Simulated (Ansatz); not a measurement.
Reaction (redistribution): `P[SiH2][GaH2]` + `C[O][AlH][NH2]` → `CO[SiH2]P` + `[NH2][AlH][GaH2]`

Program: Ansatz. Geometries: PBE0-D4/def2-TZVP. ΔE: electronic, gas phase. CCSD(T)/CBS is the MP2 limit (def2-TZVPP, def2-QZVPP) plus CCSD(T) − MP2 in def2-TZVPP, frozen cores. This one scheme is used for every species. DFT in def2-TZVPP. For Ga outer-core shells are correlated without core-valence functions, which leaves a few kJ/mol of doubt a bond. Scalar relativity is left out up to krypton. One conformer a species, not always the lowest.

| level | ΔE (kJ/mol) |
| --- | --- |
| r2SCAN | 45.1 |
| SCS-MP2/def2-TZVPP | 42.2 |
| HF/def2-QZVPP | 36.2 |
| MP2/CBS(def2) | 44.6 |

What does CCSD(T)/CBS give? (Best estimate.)

Computed: +41.0 kJ/mol. The listed levels differ from it by 4.1, 1.2, -4.8, 3.6 kJ/mol.

Largest T1 diagnostic among the species: 0.014.

In def2-TZVPP, CCSD(T) changes the Hartree–Fock value by +5.1 kJ/mol (the triples alone add +0.2 kJ/mol) and MP2 by +8.7 kJ/mol.
